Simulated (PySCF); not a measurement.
## Dipole response of Au⁺ (gold, charge +1)

[Xe] 4f14 5d9 6s1, high-spin 3D determinant (an excited configuration). All numbers are calculated (PySCF 2.14, scalar relativity through the core potential, in aug-cc-pVTZ-PP with one added diffuse shell each of s, p, d, f, g type with ECP60MDF (7s7p6d4f3g, 113 functions)). Coupled (time-dependent) response in atomic units; α is the mean over directions.

| method | mean α (bohr³) | C₆ (like pair) | S(−4) |
| --- | --- | --- | --- |
| wB97X-V | 22.22 | 170.6 | 204.1 |

S(−4) is the Cauchy moment in α(ω) = α(0) + S(−4) ω² + …

Spin-orbit coupling is absent.

α(iu) at wB97X-V:

```csv
u (hartree),α(iu) (bohr³)
0,22.22
0.0500,21.73
0.100,20.43
0.200,16.95
0.300,13.84
0.500,9.760
0.750,6.981
1.00,5.340
1.50,3.469
2.00,2.443
3.00,1.391
5.00,0.6134
```

A single London oscillator, α(iu) = α/(1 + u²/ω²), gives C₆ = (3/4) ω α². Matching the computed C₆ needs ω = 4 × 170.6 / (3 × 22.22²) = 0.461 hartree.

For an ion, C₆ is the dispersion term alone; charge-induced terms of lower order in 1/R come first.

Energies and moments cover only the electrons outside the core potential. Spin-orbit coupling, absent here, splits the open shell strongly.
